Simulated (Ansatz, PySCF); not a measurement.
Gas-phase reaction in SMILES: C[CH]CCl -> [CH2]CCCl
Each molecule is optimised on its own at B3LYP-D3(BJ)/def2-TZVP (Ansatz, a quantum-chemistry and plane-wave program), one conformer each, not searched for the lowest.

Wanted: isomerisation energy (0 K, with B3LYP-D3(BJ) harmonic zero-point energies from PySCF), in kcal/mol. Cores are frozen in the correlated levels unless marked. UHF or UKS for open shells. Spin-orbit coupling is left out. No relativistic terms. Basis-set limits of correlation are two-point, X^-3; Hartree-Fock from the larger set. The bracket is a focal-point correction in the basis named.

```tsv
level	program	isomerisation energy (kcal/mol)	minus last row
PBE0/def2-TZVP	Ansatz	5.0	1.4
HSE06/def2-TZVPD	Ansatz	5.1	1.5
B2PLYP/def2-TZVPD	Ansatz	4.9	1.3
RI-MP2/aug-cc-pV(T+d)Z	Ansatz	2.7	-0.9
RI-MP2/cc-pV(Q+d)Z	Ansatz	2.8	-0.8
SCS-MP2/cc-pV(D+d)Z	Ansatz	2.2	-1.4
CCSD/STO-3G	Ansatz	4.4	0.8
CCSD/6-31G*	Ansatz	3.3	-0.3
CCSD(T)/6-31G	Ansatz	6.5	2.9
RI-MP2/CBS(cc-pV(T+d)Z,cc-pV(Q+d)Z)+[CCSD(T)-MP2]/cc-pV(D+d)Z	Ansatz	3.6	0.0
```
